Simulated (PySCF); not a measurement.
Ga(H)2(Me)(HOMe), C2H9GaO, singlet (PBE0/def2-SVP optimised geometry):

```
13

Ga    -0.689    -2.012     0.000
H      0.900    -2.012     0.000
H     -1.413    -2.170     1.404
C     -1.645    -2.487    -1.665
H     -1.607    -3.579    -1.817
H     -1.189    -2.022    -2.554
H     -2.705    -2.196    -1.624
C     -0.017     0.964    -0.713
O     -0.925     0.142     0.000
H     -0.357     2.012    -0.708
H     -0.004     0.604    -1.749
H      1.004     0.896    -0.304
H     -1.004     0.436     0.915
```

Computed with PySCF with PBE0/def2-TZVP.

Q: What are the frontier orbital energies and the dipole moment?

A: HOMO-2 -9.45 eV, HOMO-1 -7.46 eV, HOMO -7.25 eV, LUMO -0.04 eV, LUMO+1 1.16 eV; dipole moment 3.96 D.

Meta-Löwdin charges at PBE0/def2-TZVP: Ga1 0.27, H2 -0.12, H3 -0.12, C4 -0.58, H5 0.12, H6 0.11, H7 0.12, C8 -0.13, O9 -0.43, H10 0.12, H11 0.14, H12 0.12, H13 0.37.
